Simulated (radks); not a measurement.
Results of a calculation; reference values are marked as such.
Ionisation of Bi+, [Hg] 6p2, to Bi2+, [Hg] 6p1, under several functionals. Scalar-relativistic Kohn-Sham, spin-unpolarised, spherical densities, point nucleus; a radial shooting solver on a logarithmic mesh with Libxc functionals.

functional         E(Bi+) (hartree)  Exc (hartree)  IE (eV)  -e(HOMO) (eV)  <r> HOMO (bohr)  IE error (eV)
SOGGA                   -21524.1304      -387.9861   15.170         11.371            2.790         -1.533
XLYP                    -21532.6929      -396.5005   15.246         11.397            2.818         -1.457
PW91                    -21532.4131      -396.2510   15.323         11.508            2.797         -1.380
exchange-only B88       -21527.0834      -390.8603   14.439         10.636            2.841         -2.264
revPBE                  -21530.9068      -394.7517   15.148         11.356            2.801         -1.555
BLYP                    -21531.5708      -395.3816   15.222         11.375            2.812         -1.481
PBEsol                  -21524.7778      -388.6361   15.291         11.483            2.787         -1.412
PBE                     -21530.4806      -394.3208   15.247         11.439            2.801         -1.456

NIST Atomic Spectra Database: 16.703 eV (measured). Closest: PW91. The Delta-SCF values span 0.88 eV, the total energies 8.56 hartree. The highest occupied level is 6p. Spin polarisation and multiplet splitting are left out, so open shells lie too high by an amount that depends on their filling. Spin-orbit splitting is averaged out at the scalar-relativistic level.

Beside tabulated values, note that spin-unpolarised runs miss the spin-polarisation part of the exchange energy of open shells, and scalar-relativistic runs lack spin-orbit coupling.
